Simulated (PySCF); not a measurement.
# Ionisation energy of As by level of theory

As [Ar] 3d10 4s2 4p3 [4p1/2^2 4p3/2^1, M_J = 3/2] → As+ [Ar] 3d10 4s2 4p2 [4p1/2^2, M_J = 0], as a difference of total energies. Computed with PySCF 2.14 in x2c-SVPall-2c with one added diffuse shell each of s, p, d type (6s7p4d, 47 functions), with the two-component X2C-1e Hamiltonian. Correlated levels: [Ne] frozen. "Screened" scales the spin-orbit matrix elements by Boettger's factors to mimic the two-electron term; Breit and QED terms are absent.

```csv
method,ionisation energy (eV),error (eV)
GHF (spin-free),9.525,-0.264
GMP2 (spin-free),9.918,+0.129
GHF (screened spin-orbit),9.406,-0.383
GMP2 (screened spin-orbit),9.801,+0.012
```

Reference: 9.789 eV (measured; NIST Atomic Spectra Database, ionization energies).

The spin-free rows relax to the high-spin LS determinant and lack the spin-orbit shift.

Errors of the correlated levels include the incompleteness of this basis and the frozen core.

The labels give the starting determinants; with spin-orbit coupling the two ends relaxed to ⟨J²⟩ = 3.75, ⟨L²⟩ = 0.01, ⟨S²⟩ = 3.74 and ⟨J²⟩ = 1.64, ⟨L²⟩ = 2.00, ⟨S²⟩ = 1.99.

The determinant of As+ mixes levels of different J (the jj label is only the starting occupation), so the difference between spin-free and spin-orbit rows is not the physical spin-orbit shift.
